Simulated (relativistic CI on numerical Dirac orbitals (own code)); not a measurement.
Computed by Dirac-Coulomb-Breit CI, KLI orbitals optimised for each configuration, model QED (radiative potential, 1s self-energy scaled to tabulated hydrogen-like ionisation energies), unscaled Slater integrals (own radial code, finite nucleus).

The strongest absorption lines from the ground level of an ion, among the configurations computed and to levels below about 18800 eV (vacuum wavelength in nm, gf): 0.06587 (0.012), 0.06668 (0.021), 0.06822 (0.044), 0.06827 (0.013), 0.07183 (0.12), 0.07196 (0.034), 0.08453 (0.6), 0.08515 (0.17).

(1) Which ion is it?
A. Sr³⁶⁺
B. Nb³⁹⁺
C. Sr³⁴⁺
D. Ru⁴²⁺

## Answers

(1) A. Sr³⁶⁺ has 2 electrons and the ground level 1s2 1S_0; the strongest line goes to 1s 2p 1P°_1. The pattern of lines fixes the number of electrons, and along that sequence the line energies rise steadily with the charge (about as its square where n changes within one kind of shell, about linearly where n is kept but much faster in heavy ions where fine structure, which grows about as Z⁴, sets the gap, and irregularly where shells cross), which fixes Z. Configurations outside the model, such as inner-shell arrays, can give stronger lines. At this charge energies of transitions that change n are usually good to better than 1 %, and those within a shell (Δn = 0) to a few per cent.

LS names give the leading component of a level, which can be under half, so a name can repeat, a term be missing and a line seem to break the LS rules.
